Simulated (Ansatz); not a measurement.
Cost and result up the ladder for GeMeI3 (CH₃GeI₃) (8 atoms). Total charge 0; singlet. Geometry: PBE-D4/def2-SVP.

```xyz
8

Ge   -0.708    0.265   -0.222
C     1.053   -0.394    0.330
H     1.609   -0.712   -0.573
H     0.910   -1.251    1.016
H     1.591    0.425    0.844
I    -2.036    0.997    1.821
I    -1.983   -1.578   -1.425
I    -0.436    2.248   -1.791
```

Ansatz on 4 threads of AMD EPYC on a shared host. Times are rough, and most runs start from the orbitals of an earlier one. ωB97X-V/def2-TZVP serves as the yardstick here, not as an exact answer. Differences are given only for rows in sets of like size (and for xTB, whose basis is part of the method), since another set adds its own error. Binding counts from free atoms at the same level (Ge triplet, C triplet, H doublet, I doublet; other spins of the atoms weren't run), without zero-point energy or a counterpoise term.

In the def2 sets I takes a core potential; there is no spin–orbit coupling. Correlated methods freeze 22 core orbitals; core or outer-core shells of Ge, I are correlated, in sets that lack core-valence functions. The rows differ in basis, and correlated rows in double-zeta sets carry the largest basis error.

Correlated methods converge slowly with the basis, most of all in double-zeta sets.

```tsv
level	functions	wall time	binding energy per atom (eV)	difference from ωB97X-V/def2-TZVP (eV)
PBE-D4/def2-SVP	139	6 s	3.10	–
PBE0-D4/def2-SVP	139	14 s	3.05	–
PBE-D4/def2-TZVP (with forces)	247	19 s	3.10	0.07
r2SCAN-D4/def2-TZVP	247	22 s	3.05	0.03
HF/def2-TZVP	247	25 s	2.16	-0.87
MP2/def2-TZVP	247	27 s	3.03	0.00
r2SCANh-D4/def2-TZVP	247	30 s	3.04	0.01
PBE0-D4/def2-TZVP	247	42 s	3.06	0.03
ωB97X-V/def2-TZVP	247	50 s	3.03	0.00
CCSD(T)/def2-SVP	139	2.1 min	2.81	–
```
